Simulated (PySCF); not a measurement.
A structure optimised at PBE-D3(BJ)/def2-SVP, used in a PySCF frequency run:

```
B
C 1 1.5653
H 2 1.1060 1 115.32
H 2 1.1102 3 110.09 1 128.07
H 2 1.1161 3 106.59 4 114.38
C 1 1.5653 2 124.21 3 154.68
H 6 1.1060 1 115.32 2 154.68
H 6 1.1102 7 110.09 1 128.07
H 6 1.1161 7 106.59 8 114.38
I 1 2.1723 2 117.90 3 -25.32
```

Question: Write its SMILES, formula and point group.

Answer: CB(C)I, C2H6BI, C2

Question: What are its rotational constants (standard atomic weights)?

Answer: 7.4283, 2.0805, 1.6588 GHz
